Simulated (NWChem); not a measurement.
Molecule: SbH, triplet; SMILES [SbH]

All runs: NWChem. Spin-unrestricted. Coordinates come from a PBE0-D3(BJ)/def2-TZVP, spin-unrestricted optimisation. No stability test was run on the SCF state. def2 effective core potentials on Sb; no spin-orbit coupling. Level B3LYP/def2-TZVP: energy and gradient; each run changes one setting, and changes count from the defaults (medium grid, exact Coulomb integrals, symmetry on).

```json
[
 {"setting": "defaults", "size of the energy change (μHa)": "< 10", "largest change of a gradient component (μHa/bohr)": "< 30"},
 {"setting": "symmetry off", "size of the energy change (μHa)": "< 10", "largest change of a gradient component (μHa/bohr)": "other frame"},
 {"setting": "coarse grid", "size of the energy change (μHa)": "20", "largest change of a gradient component (μHa/bohr)": "2000"},
 {"setting": "extra-fine grid", "size of the energy change (μHa)": "< 10", "largest change of a gradient component (μHa/bohr)": "300"}
]
```
